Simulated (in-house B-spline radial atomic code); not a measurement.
Whole-atom quantities along the 32-electron series, configuration [Ar] 3d10 4s2 4p2. Computed with a radial B-spline atomic code at the basis-set limit: non-relativistic Hartree-Fock, average of the configuration, point nuclei.

This level leaves out relativity, spin-orbit splitting included, which matters for heavy ions.

| ion | Z | E/Z² (Eh) | Σ<r²> (bohr²) | n(0)/Z³ (bohr⁻³) | Lamb diamagnetic shielding (ppm) | repulsion over attraction |
| --- | --- | --- | --- | --- | --- | --- |
| Ge | 32 | -2.0267 | 42.175 | 0.68604 | 2757.03 | 0.1649 |
| As+ | 33 | -2.0513 | 30.713 | 0.68741 | 2870.54 | 0.16282 |
| Se2+ | 34 | ? | ? | ? | ? | ? |
| Br3+ | 35 | -2.098 | 20.413 | 0.69003 | 3095.77 | 0.15795 |
| Kr4+ | 36 | -2.12 | 17.465 | 0.69127 | 3207.89 | 0.15537 |
| Rb5+ | 37 | -2.1413 | 15.217 | 0.69246 | 3319.82 | 0.15276 |
| Sr6+ | 38 | -2.1618 | 13.437 | 0.69361 | 3431.59 | 0.15016 |
| Zr8+ | 40 | ? | ? | ? | ? | ? |
| Nb9+ | 41 | -2.2188 | 9.7794 | 0.69683 | 3766.29 | 0.14249 |
| Mo10+ | 42 | -2.2365 | 8.9155 | 0.69783 | 3877.71 | 0.14003 |
| Tc11+ | 43 | -2.2535 | 8.1699 | 0.69879 | 3989.08 | 0.13762 |
| Ru12+ | 44 | -2.27 | 7.5203 | 0.69972 | 4100.4 | 0.13526 |
| Rh13+ | 45 | -2.2858 | 6.9499 | 0.70062 | 4211.68 | 0.13296 |
| Pd14+ | 46 | -2.3011 | 6.4456 | 0.70149 | 4322.93 | 0.13072 |
| Ag15+ | 47 | -2.3159 | 5.9971 | 0.70233 | 4434.15 | 0.12853 |
| Cd16+ | 48 | -2.3302 | 5.596 | 0.70314 | 4545.34 | 0.1264 |
| In17+ | 49 | -2.344 | 5.2356 | 0.70393 | 4656.51 | 0.12433 |
| Sn18+ | 50 | -2.3574 | 4.9102 | 0.70469 | 4767.66 | 0.12232 |
| Sb19+ | 51 | -2.3703 | 4.6154 | 0.70543 | 4878.8 | 0.12036 |
| Te20+ | 52 | -2.3828 | 4.3473 | 0.70614 | 4989.92 | 0.11846 |
| I21+ | 53 | ? | ? | ? | ? | ? |
| Xe22+ | 54 | -2.4067 | 3.8787 | 0.70751 | 5212.11 | 0.1148 |
| Cs23+ | 55 | -2.4181 | 3.6731 | 0.70816 | 5323.19 | 0.11305 |

Task: Fill in the row of Se2+.

Result: E/Z² (Eh): -2.0751; Σ<r²> (bohr²): 24.499; n(0)/Z³ (bohr⁻³): 0.68874; Lamb diamagnetic shielding (ppm): 2983.36; repulsion over attraction: 0.16046.

Task: Fill in the row of Zr8+.

Result: E/Z² (Eh): -2.2005; Σ<r²> (bohr²): 10.791; n(0)/Z³ (bohr⁻³): 0.6958; Lamb diamagnetic shielding (ppm): 3654.81; repulsion over attraction: 0.14501.

Task: Fill in the row of I21+.

Result: E/Z² (Eh): -2.395; Σ<r²> (bohr²): 4.1027; n(0)/Z³ (bohr⁻³): 0.70683; Lamb diamagnetic shielding (ppm): 5101.02; repulsion over attraction: 0.1166.

Task: With what power of Z does the column «Σ<r²> (bohr²)» change over this range?

Result: A fit of the logarithm of its size against log Z from Z = 32 to 55 has slope -4.13. Unscreened non-relativistic hydrogenic orbitals would give -2.
